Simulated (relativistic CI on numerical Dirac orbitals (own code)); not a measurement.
## Radial parameters of Te²³⁺

Computed by Dirac-Coulomb-Breit CI, orbitals from a KLI potential per configuration, a model potential for QED, unscaled Slater integrals (own radial code, finite nucleus).

Slater integrals F^k, G^k are unscaled and averaged over j, outside the closed core [Ar]; ζ comes from projecting the Hamiltonian with its Breit term on Σ l·s of the shell.

- 3d¹⁰4p: ζ(4p) = 78594 cm⁻¹; <r>(4p) = 0.683, <r^2>(4p) = 0.5265 (bohr units).
- 3d¹⁰4d: ζ(4d) = 9120.5 cm⁻¹; <r>(4d) = 0.6976, <r^2>(4d) = 0.5555 (bohr units).
- 3d¹⁰4f: ζ(4f) = 763.78 cm⁻¹; <r>(4f) = 0.6792, <r^2>(4f) = 0.5207 (bohr units).

Averages of the first 10 configurations, taken without configuration mixing, which lowers the lowest level and can move excited configurations by several eV; other configurations of the list can lie among them:

| Configuration | Parity | States | Average energy above the lowest level (eV) |
| --- | --- | --- | --- |
| 3d¹⁰4s | even | 2 | 0.0 |
| 3d¹⁰4p | odd | 6 | 58.7 |
| 3d¹⁰4d | even | 10 | 144.9 |
| 3d¹⁰4f | odd | 14 | 230.4 |
| 3d¹⁰5s | even | 2 | 312.8 |
| 3d¹⁰5p | odd | 6 | 339.8 |
| 3d¹⁰5d | even | 10 | 379.2 |
| 3d¹⁰5f | odd | 14 | 416.6 |
| 3d¹⁰5g | even | 18 | 430.2 |
| 3d¹⁰6s | even | 2 | 462.0 |
